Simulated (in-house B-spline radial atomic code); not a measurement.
A fraction x of an electron is added to 5p in neutral indium, starting from [Kr] 4d10 5s2 5p1 and keeping the highest spin. All numbers are computed (scalar-relativistic (X2C) wB97X, spin-polarised, spherical fractional occupations; Fermi nucleus of rms radius 4.6156 fm) with an all-electron radial atomic-structure program (B-spline basis), not measured.

Caution: exact exchange at fractional occupations of open shells leaves self-interaction of up to several eV.

| x | E(x) - E(0) (eV) | 5p up level (eV) |
| --- | --- | --- |
| 0 | 0.0000 | -1.966 |
| 0.1 | -0.1802 | -1.641 |
| 0.2 | -0.3287 | -1.330 |
| 0.3 | ? | ? |
| 0.4 | -0.5361 | -0.755 |
| 0.5 | ? | ? |
| 0.6 | -0.6356 | -0.255 |

Question: What belongs in the row x = 0.3?

Answer: An energy change of -0.4468 eV; 5p up at -1.034 eV.

Question: What belongs in the row x = 0.5?

Answer: An energy change of -0.5983 eV; 5p up at -0.494 eV.

Question: Check Janak's theorem between x = 0.1 and 0.2.

Answer: The slope of the energy is -1.48 eV; the orbital levels give -1.49 eV (ε of the filling orbital, averaged over the two points).
